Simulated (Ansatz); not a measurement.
`B[BH][GeH3]` + `NCBCl` → `N[BH][GeH3]` + `BCBCl`  (redistribution)

Isolated molecules relaxed with PBE0-D4/def2-TZVP in Ansatz; ΔE leaves out vibrations. CBS: MP2 limit from def2 TZ/QZ plus the TZ coupled-cluster correction, frozen cores. DFT in def2-TZVPP. B3LYP here is the variant with VWN-RPA as its local correlation; programs differ in this. HSE06 is defined as in plane-wave codes. For Ge outer-core shells are correlated without core-valence functions, which leaves a few kJ/mol of doubt a bond. Scalar relativity is left out up to krypton. Each species was taken in one conformer, which may not be the lowest.

```tsv
level	ΔE (kJ/mol)	difference from CCSD(T)/CBS
LDA (SPW92)	-234.6	8.7
PBE-D4	-229.4	13.9
BLYP-D4	-232.1	11.2
B97M-V	-229.2	14.1
PBE0-D4	-234.3	9.0
B3LYP-D4	-236.4	6.9
r2SCANh-D4	-237.3	6.0
r2SCAN0-D4	-239.5	3.8
HSE06-D4	-234.3	9.0
BHLYP-D4	-240.1	3.2
CAM-B3LYP-D4	-241.7	1.6
ωB97X-V	-236.3	7.0
ωB97M-V	-243.5	-0.2
PBE-QIDH	-244.7	-1.4
PBE	-230.0	13.3
BLYP	-233.4	9.9
r2SCAN	-235.6	7.7
PBE0	-234.8	8.5
B3LYP	-237.4	5.9
r2SCANh	-237.4	5.9
r2SCAN0	-239.7	3.6
HSE06	-234.7	8.6
BHLYP	-240.9	2.4
CAM-B3LYP	-242.1	1.2
RPA@PBE/def2-TZVPP	-243.2	0.1
HF/def2-SVP	-245.8	-2.5
MP2/def2-SVP	-270.0	-26.7
CCSD/def2-SVP	-256.6	-13.3
CCSD(T)/def2-SVP	-259.5	-16.2
HF/def2-TZVPP	-238.6	4.7
MP2/def2-TZVPP	-255.2	-11.9
SCS-MP2/def2-TZVPP	-250.6	-7.3
CCSD/def2-TZVPP	-242.6	0.7
CCSD(T)/def2-TZVPP	-244.6	-1.3
HF/def2-QZVPP	-238.3	5.0
MP2/def2-QZVPP	-254.3	-11.0
SCS-MP2/def2-QZVPP	-249.8	-6.5
HF/CBS(def2)	-238.2	5.1
MP2/CBS(def2)	-253.9	-10.6
CCSD/CBS(def2)	-241.3	2.0
CCSD(T)/CBS	-243.3	0
```

Question: What do rigid-rotor, harmonic-oscillator terms from PBE0-D4/def2-TZVP frequencies (298.15 K, 1 bar) make of the CCSD(T)/CBS value? (Best estimate.)

Answer: The calculation gave: ΔZPE = +6.1 kJ/mol, ΔH = -238.4 kJ/mol, ΔS = -8 J/(mol·K), ΔG = -235.9 kJ/mol.

Largest T1 diagnostic among the species: 0.013.

From PBE to PBE0 (25 % exact exchange), in def2-TZVPP and without D4, ΔE moves by −4.8 kJ/mol. At CCSD(T), def2-SVP lies −16.2 kJ/mol from the extrapolated value and def2-TZVPP −1.3 kJ/mol.
